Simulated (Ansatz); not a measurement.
Isolated molecules relaxed with PBE0-D4/def2-TZVP in Ansatz; ΔE leaves out vibrations. CCSD(T)/CBS is the MP2 limit (def2-TZVPP, def2-QZVPP) plus CCSD(T) − MP2 in def2-TZVPP, frozen cores. This one scheme is used for every species. DFT in def2-TZVPP. One conformer a species, not always the lowest.

Consider the silylene formation by 1,1-elimination: `B[SiH2][SiH](N)F` → `B[SiH](N)F` + `[SiH2]`.

Is it downhill or uphill in electronic energy at CCSD(T)/CBS, and by how much? (Estimate.)

The calculation gave: Uphill: ΔE = +241.8 kJ/mol.

What do these levels give: revPBE-D4, r2SCAN0-D4, revPBE, CAM-B3LYP, CCSD/def2-SVP, MP2/def2-TZVPP? (Best estimate.)

Ansatz gave: revPBE-D4 255.9, r2SCAN0-D4 269.3, revPBE 237.5, CAM-B3LYP 233.6, CCSD/def2-SVP 218.3, MP2/def2-TZVPP 248.9 kJ/mol.

Largest T1 diagnostic among the species: 0.014.

In def2-TZVPP, CCSD(T) changes the Hartree–Fock value by +28.0 kJ/mol (the triples alone add +7.1 kJ/mol) and MP2 by +42.5 kJ/mol. From PBE to PBE0 (25 % exact exchange), in def2-TZVPP and without D4, ΔE moves by +3.5 kJ/mol. At CCSD(T), def2-SVP lies −18.1 kJ/mol from the extrapolated value and def2-TZVPP −7.3 kJ/mol.
